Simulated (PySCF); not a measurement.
3-chloro-1,1-difluoropropa-1,2-diene (C₃HClF₂), SMILES FC(F)=C=CCl. Heavy atoms are numbered as in [F:1][C:2]([F:3])=[C:4]=[CH:5][Cl:6]. Hydrogens are named by the atom that carries them.

The structure is a stationary point at B3LYP-D3(BJ)/def2-SVP.

Level of theory: PBE/def2-TZVP (PySCF).

ESP charges are fitted to the potential on shells at 1.4 to 2.0 van der Waals radii. Atomic charges (e), one atom of each kind:

```json
[
 {"atom": "F1", "ESP fit": "-0.11", "Mulliken": "-0.11"},
 {"atom": "C2", "ESP fit": "0.34", "Mulliken": "0.32"},
 {"atom": "C4", "ESP fit": "-0.12", "Mulliken": "-0.14"},
 {"atom": "C5 (CH)", "ESP fit": "-0.17", "Mulliken": "-0.07"},
 {"atom": "Cl6", "ESP fit": "-0.02", "Mulliken": "-0.06"},
 {"atom": "H on C5", "ESP fit": "0.20", "Mulliken": "0.16"}
]
```

Question: Give the Mayer and Wiberg (Löwdin basis) orders of the bonds. (The exact figures need the calculation; the answer reports its results.)

Answer: 
```tsv
bond	Mayer	Wiberg
F1–C2	1.19	1.82
C2–F3	1.19	1.82
C2–C4	1.81	1.94
C4–C5	1.91	2.11
C5–Cl6	1.18	1.71
```
